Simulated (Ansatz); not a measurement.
Total energies of C10H11ClOZr, SMILES `[OH][Zr]12345678([Cl])([C@H]9[C@@H]1[C@@H]2[C@@H]3[C@H]94)[C@H]1[C@@H]5[C@@H]6[C@@H]7[C@H]18`.

```xyz
24

O    -1.115    1.359    1.577
Zr   -0.578    0.124    0.132
Cl   -2.755   -0.484   -0.778
C     0.358    2.304   -0.794
C    -0.628    1.887   -1.703
C    -0.181    0.689   -2.311
C     1.070    0.364   -1.765
C     1.399    1.353   -0.805
C     1.306   -1.338    0.938
C     0.448   -2.181    0.192
C    -0.765   -2.297    0.900
C    -0.667   -1.516    2.068
C     0.615   -0.929    2.095
H    -1.383    2.268    1.444
H     0.318    3.179   -0.163
H    -1.572    2.373   -1.894
H    -0.731    0.112   -3.038
H     1.673   -0.493   -2.024
H     2.301    1.394   -0.213
H     2.316   -1.068    0.673
H     0.680   -2.658   -0.749
H    -1.635   -2.845    0.577
H    -1.453   -1.351    2.789
H     0.980   -0.247    2.848
```

The species carries charge 0 and has multiplicity 1. Correlated methods include outer-core shells of Zr, which these sets cover unevenly. Zr: def2 effective core potential. The structure was optimised at the PBE0-D4/def2-TZVP level. It is one conformer, not always the lowest. Basis def2-TZVPP, Ansatz 0.2.0.

RPA on PBE orbitals: Hartree–Fock energy of these orbitals -966.21366 Eh, correlation -3.77339 Eh (frozen core).

| functional | energy without D4 (Eh) | D4 term (kJ/mol) |
| --- | --- | --- |
| LDA (SPW92) | -964.87819 | – |
| PBE | -969.79443 | -83.0 |
| revPBE | -970.36666 | -225.0 |
| BLYP | -970.30951 | -173.9 |
| r2SCAN | -970.30299 | -23.4 |
| B97M-V | -970.47125 | – |
| PBE0 | -969.85450 | -72.2 |
| B3LYP | -970.58094 | -131.6 |
| r2SCANh | -970.26453 | -25.0 |
| r2SCAN0 | -970.20988 | -27.4 |
| HSE06 (plane-wave form) | -969.81966 | -68.0 |
| BHLYP | -970.17414 | -105.0 |
| CAM-B3LYP | -970.27452 | -74.4 |
| LC-ωPBE | -970.12847 | – |
| ωB97X-V | -970.33826 | – |
| ωB97M-V | -970.28856 | – |
| B2PLYP | -969.95633 | – |
| PBE-QIDH | -969.66442 | – |

B3LYP takes the VWN-RPA correlation (the form of Gaussian; ORCA's B3LYP/G). HSE06 is the plane-wave form, built on full-range PBE exchange. The double hybrids freeze the cores in their second-order part.

LC-ωPBE has ω = 0.4 bohr⁻¹.
